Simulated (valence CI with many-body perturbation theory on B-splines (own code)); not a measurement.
Hyperfine factors and g values of Se XXX

Computed by configuration interaction combined with many-body perturbation theory (CI+MBPT): three valence electrons over a frozen Dirac-Fock core [He], radial functions for each j: 11 s, 11 p, 10 d, 8 f, 5 g, 2 h, with the one-electron correlation potential Σ1, the two-electron term Σ2, the three-electron term Σ3, Breit, model QED; selected CI, second order for the rest, scaled by the run's own slope (own B-spline code, finite nucleus).

The last digits are not significant, and no measured levels were compared; by estimate large intervals hold to a few tenths of a per cent, small ones and those within an open d or f shell to about a per cent.

A/g_I is the dipole constant over the nuclear g factor μ/I (μ in nuclear magnetons, uniformly magnetised nucleus), B/Q the quadrupole constant per barn. Both hold the static response of the core; the bare values leave it out. Large factors of s and p1/2 electrons are usually good to 5 to 10 %; those of open d and f shells near neutrality can be off by tens of per cent, and small factors of p3/2, d and f electrons come from cancelling terms and can be off by a factor of two or in sign, in half-filled shells by more. B is blank for J = 1/2, where it vanishes, and for nearly pure S terms. Energies count from the lowest level.

Levels are named by their leading jj configuration (3d3/2^4 stands for four electrons in 3d with j = 3/2), which in mixed levels can hold well under half, so a name can repeat and another be missing. Letters in brackets count levels of one name in rising energy.

| Level | E (× 10³ cm⁻¹) | g | A/g_I (MHz) | A/g_I bare | B/Q (MHz/b) | B/Q bare |
| --- | --- | --- | --- | --- | --- | --- |
| (2s^2 2p1/2) J=1/2 | 0.00 | 0.657 | 392000 | 388000 |  |  |
| (2s^2 2p3/2) J=3/2 | 383.77 | 1.327 | 70400 | 73300 | 130000 | 130000 |
| (2s 2p1/2^2) J=1/2 | 634.41 | 2.528 | 920000 | 909000 |  |  |
| (2s 2p1/2 2p3/2) J=3/2 [a] | 866.94 | 1.709 | 314000 | 313000 | 105000 | 105000 |
| (2s 2p1/2 2p3/2) J=5/2 | 990.06 | 1.495 | 343000 | 342000 | -41000 | -41100 |
| (2s 2p1/2 2p3/2) J=3/2 [b] | 1255.2 | 0.878 | -22200 | -17600 | 140000 | 140000 |
| (2s 2p1/2 2p3/2) J=1/2 | 1340.3 | 1.097 | -266 | 2020 |  |  |
| (2s 2p3/2^2) J=5/2 | 1420.0 | 1.291 | 323000 | 320000 | 171000 | 172000 |
| (2s 2p3/2^2) J=1/2 | 1750.7 | 1.691 | 1120000 | 1100000 |  |  |
| (2s 2p3/2^2) J=3/2 | 1762.1 | 1.260 | -124000 | -115000 | -88100 | -88400 |
| (2p1/2^2 2p3/2) J=3/2 | 2021.2 | 1.625 | 35100 | 44800 | 70300 | 70500 |
| (2p1/2 2p3/2^2) J=3/2 | 2313.6 | 1.234 | 22800 | 26900 | 70900 | 71100 |
| (2p1/2 2p3/2^2) J=5/2 | 2400.2 | 1.193 | 130000 | 133000 | -844 | -846 |
| (2p1/2 2p3/2^2) J=1/2 | 2589.7 | 0.657 | 393000 | 386000 |  |  |
| (2p3/2^3) J=3/2 | 2867.6 | 1.256 | 69800 | 73900 | -139000 | -140000 |
| (2s^2 3s) J=1/2 | 14901 | 1.999 | 356000 | 350000 |  |  |
| (2s^2 3p1/2) J=1/2 | 15152 | 0.667 | 107000 | 106000 |  |  |
| (2s^2 3p3/2) J=3/2 | 15259 | 1.336 | 49800 | 50100 | 39000 | 39100 |
| (2s 2p1/2 3s) J=1/2 [a] | 15396 | 2.526 | 732000 | 719000 |  |  |
| (2s 2p1/2 3s) J=3/2 | 15467 | 1.651 | 573000 | 564000 | -66100 | -66300 |
| (2s^2 3d3/2) J=3/2 | 15483 | 0.797 | 16600 | 16500 | 7450 | 7570 |
| (2s^2 3d5/2) J=5/2 | 15516 | 1.198 | 6210 | 6190 | 10100 | 10300 |
| (2s 2p1/2 3s) J=1/2 [b] | 15552 | 0.736 | 452000 | 446000 |  |  |
| (2s 2p1/2 3p1/2) J=1/2 [a] | 15613 | 0.211 | -85600 | -82700 |  |  |
| (2s 2p1/2 3p1/2) J=3/2 | 15677 | 1.208 | 490000 | 482000 | -50900 | -51100 |
| (2s 2p1/2 3p3/2) J=3/2 [a] | 15769 | 1.455 | 103000 | 103000 | 24000 | 24000 |
| (2s 2p3/2 3s) J=5/2 | 15770 | 1.594 | 360000 | 356000 | 132000 | 133000 |
| (2s 2p1/2 3p1/2) J=1/2 [b] | 15787 | 2.118 | 1070000 | 1060000 |  |  |
| (2s 2p1/2 3p3/2) J=1/2 | 15818 | 1.167 | -427000 | -419000 |  |  |
| (2s 2p1/2 3p3/2) J=5/2 | 15824 | 1.378 | 292000 | 289000 | -9990 | -10000 |
| (2s 2p1/2 3p3/2) J=3/2 [b] | 15861 | 1.233 | 164000 | 162000 | 44500 | 44600 |
| (2s 2p3/2 3s) J=3/2 [a] | 15866 | 1.375 | 384000 | 381000 | 103000 | 104000 |
| (2s 2p1/2 3d3/2) J=3/2 [a] | 15922 | 0.504 | -117000 | -114000 | 16400 | 16600 |
| (2s 2p1/2 3d3/2) J=5/2 | 15971 | 1.089 | 146000 | 144000 | -11900 | -11900 |
| (2s 2p1/2 3d5/2) J=5/2 [a] | 16024 | 1.373 | 204000 | 200000 | -269 | -180 |
| (2s 2p1/2 3d5/2) J=7/2 | 16047 | 1.271 | 206000 | 203000 | -43000 | -43000 |
| (2s 2p1/2 3d3/2) J=3/2 [b] | 16048 | 1.307 | 103000 | 101000 | 23800 | 23900 |
| (2s 2p3/2 3p1/2) J=3/2 [a] | 16052 | 1.576 | 413000 | 409000 | 89000 | 89300 |
| (2s 2p1/2 3d3/2) J=1/2 | 16052 | 0.302 | -457000 | -450000 |  |  |
| (2s 2p3/2 3p1/2) J=5/2 | 16073 | 1.400 | 311000 | 309000 | 94100 | 94400 |

Question: Take the isotope of mass number 79, with I = 7/2, μ = -1.018 μN and Q = 0.8 b. What is the hyperfine structure of (2s^2 2p1/2) J=1/2?

Answer: From the table A = -114000 MHz. Shifts from the centre of gravity in MHz: F = 3: 256000, F = 4: -200000.
